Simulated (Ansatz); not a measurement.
Cartesian coordinates (Å):
SMILES: N(/C=B/[H])C
```xyz
10

B      1.6610     0.7299    -0.2678
C      1.0352    -0.4696     0.0701
N     -0.2947    -0.7933     0.3621
C     -1.2662     0.2402     0.0711
H      2.2754     1.7046    -0.4656
H      1.7371    -1.3003     0.1695
H     -0.5664    -1.7000     0.0104
H     -1.0655     1.1044     0.7115
H     -2.2710    -0.1175     0.2931
H     -1.2309     0.5790    -0.9762
```
Charge 0, spin multiplicity 1.

All values below come from frozen-core CCSD(T)/cc-pVTZ // B3LYP-D3(BJ)/def2-TZVP (Ansatz, a program for electronic structure).

- HF energy = -158.32280 Ha
- MP2 correlation energy = -0.64150 Ha

Problem. Estimate the CCSD correlation energy, the (T) correction, the total energy and the T1 diagnostic.

Solution. 
```yaml
CCSD correlation energy: -0.67848 Ha
"(T) correction": -0.02872 Ha
CCSD(T) total energy: -159.02999 Ha
T1 diagnostic: 0.012
```
